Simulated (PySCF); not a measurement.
# From computed data to an observable: dipole moment from atomic charges

CrO₃, SMILES [O]=[Cr](=[O])=[O], multiplicity 1. Atoms are numbered in the order given.

```xyz
4

Cr     0.0000     0.0000     0.1957
O      1.3003    -0.7508    -0.1957
O     -1.3003    -0.7508    -0.1957
O      0.0000     1.5015    -0.1957
```
Charge 0, spin multiplicity 1.

Coordinates come from a PBE0-D3(BJ)/def2-SVP optimisation. The multiplicity is an assumed one; other spin states were not compared. The isomer is the one that the SMILES or the coordinates give; other isomers of the formula were not compared.

Charges (e) from HF/def2-TZVPD run with PySCF:

| atom | IAO | ESP fit |
|---|---|---|
| Cr1 | 1.846 | 1.729 |
| O2 | -0.615 | -0.578 |
| O3 | -0.615 | -0.578 |
| O4 | -0.615 | -0.573 |

The dipole moment of the full density is 3.45 D.

Problem. What dipole moment does each set of point charges give, and which comes closer to that of the density?

Solution. 
μ = Σ q r, and 1 e Å = 4.8032 D.
IAO: Σ q r = (0.000, 0.000, 0.722) e Å, |μ| = 3.47 D.
ESP fit: Σ q r = (0.000, 0.008, 0.677) e Å, |μ| = 3.25 D.
IAO comes closer in size. Point charges leave out the atoms' own dipoles (lone pairs, polarised bonds); fits to the potential absorb them, partitions of the density don't.
